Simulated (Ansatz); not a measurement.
Species: sum formula GaH₂Br (charge 0, singlet). 
Coordinates optimised at B3LYP-D3(BJ)/def2-TZVP (Ansatz, a program for electronic structure):
```
Ga
H 1 1.5575
H 1 1.5575 2 129.45
Br 1 2.3133 2 115.27 3 -180.00
```

Property: vertical electron affinity (to the doublet state of charge -1; a negative value means that the extra electron is unbound and the number depends on the basis; each state is the SCF solution reached for its spin), in eV. Correlated levels leave the core frozen unless marked. UHF or UKS for open shells. Spin-orbit coupling is left out. The frozen core is the preceding noble-gas configuration, with the filled d and f shells of earlier blocks. No relativistic terms. Anions need diffuse functions: aug- sets have them; def2-D sets add few. Basis-set limits of correlation are two-point, X^-3; Hartree-Fock from the larger set.

```tsv
level	program	vertical electron affinity (eV)
HF/aug-cc-pVDZ	Ansatz	-0.19
HF/def2-SVPD	Ansatz	-0.35
HF/aug-cc-pVQZ	Ansatz	-0.19
r2SCAN/def2-TZVPD	Ansatz	0.42
BHLYP/def2-TZVPD	Ansatz	0.15
wB97M-V/def2-TZVPD	Ansatz	0.20
wB97X-V/def2-TZVPD	Ansatz	0.13
MP2/def2-SVPD	Ansatz	-0.02
MP2/CBS(def2-TZVPPD,def2-QZVPPD)	Ansatz	0.18
RI-MP2/CBS(aug-cc-pVTZ,aug-cc-pVQZ)	Ansatz	0.24
RI-MP2/CBS(def2-TZVPPD,def2-QZVPPD)	Ansatz	0.18
SCS-MP2/aug-cc-pVTZ	Ansatz	0.11
SCS-MP2/def2-TZVPPD	Ansatz	-0.02
SCS-MP2/aug-cc-pVQZ	Ansatz	0.14
CCSD/def2-SVPD	Ansatz	0.03
CCSD/def2-TZVPPD	Ansatz	0.11
CCSD/aug-cc-pVQZ	Ansatz	0.26
CCSD(T)/aug-cc-pVTZ	Ansatz	0.27
CCSD(T)/def2-QZVPPD	Ansatz	0.24
CCSD(T)/CBS(def2-TZVPPD,def2-QZVPPD)	Ansatz	0.26
CCSD(T)/CBS(aug-cc-pVTZ,aug-cc-pVQZ)	Ansatz	0.31
```
